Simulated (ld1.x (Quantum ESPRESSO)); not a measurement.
u(r) = r·R(r): atom against pseudo-atom (In (Z = 49))

Columns: radius, all-electron u(r) and pseudo u(r) of the 5s shell (level -8.21 eV) of indium in the configuration [Kr] 4d10 5s2 5p1; PBE, scalar-relativistic, TM scheme, ld1.x (Quantum ESPRESSO) 7.5.

```tsv
r (bohr)	all-electron	pseudo
0.145	-0.0093	0.0169
0.290	0.1942	0.0358
0.435	-0.0725	0.0586
0.580	-0.2903	0.0879
0.725	-0.3105	0.1264
0.870	-0.1901	0.1766
1.015	-0.0108	0.2403
1.160	0.1730	0.3169
1.305	0.3344	0.4022
1.450	0.4637	0.4887
1.595	0.5601	0.5665
1.740	0.6268	0.6277
1.885	0.6684	0.6684
2.030	0.6896	0.6896
2.175	0.6945	0.6945
2.320	0.6871	0.6871
2.465	0.6703	0.6703
2.610	0.6467	0.6467
2.755	0.6183	0.6183
2.900	0.5866	0.5866
3.045	0.5531	0.5531
3.190	0.5187	0.5187
3.335	0.4842	0.4842
3.480	0.4502	0.4502
3.625	0.4171	0.4171
3.770	0.3853	0.3853
```

Problem. How many radial nodes do the two functions have?

Solution. The all-electron 5s function has n − l − 1 = 4 (the table is too coarse to show those close to the nucleus); the pseudo-wave has 0, since the states of the same l below it are removed with the core.

Problem. At about which radius was the pseudo-wave matched?

Solution. 2.10 bohr. The columns agree to 0.0005 from 1.89 bohr on; several derivatives are matched, so the curves merge somewhat inside the radius.

Problem. Is the pseudo-wave norm-conserving?

Solution. Yes: the TM scheme keeps the norm inside the radius equal to the all-electron one, which fixes the energy derivative of the logarithmic derivative at the level.
